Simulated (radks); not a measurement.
F II, 8 electrons, occupied as [He] 2s2 2p4 (the NIST ground configuration).

All-electron calculation, scalar-relativistic Kohn-Sham, Slater X-alpha with alpha = 0.582, spin-unpolarised, spherical densities, finite nucleus; Fermi nuclear charge, rms radius 2.8976 fm. Program: a radial shooting solver on a logarithmic mesh with Libxc functionals.

Energy parts (hartree):
| part | energy |
|---|---|
| total | -96.80930 |
| kinetic | 96.97713 |
| electron-nucleus | -229.57926 |
| Hartree | 43.15880 |
| exchange | -7.36598 |

Orbitals (lengths in bohr, moments of r in powers of bohr; <r^-3> diverges for s and p1/2; r(90%) holds 90 % of the orbital's charge):
orbital,occ.,eigenvalue (hartree),<r^-3>,<r^2>,r(90%)
1s,2,-24.60661,-,0.04278,0.319
2s,2,-1.59995,-,1.161,1.57
2p,4,-0.92317,8.757,1.317,1.74

The highest occupied level is 2p at -25.121 eV. For comparison, the ionisation energy in NIST's Atomic Spectra Database is 34.971 eV (measured). In exact Kohn-Sham theory the highest level is minus the ionisation energy, but local and semilocal functionals leave it too shallow, through self-interaction and a potential that decays too fast; potentials with the right tail come closer. The density falls to 0.001 e/bohr^3 at r = 2.81 bohr.

Beside tabulated values, note that spin-unpolarised runs miss the spin-polarisation part of the exchange energy of open shells.
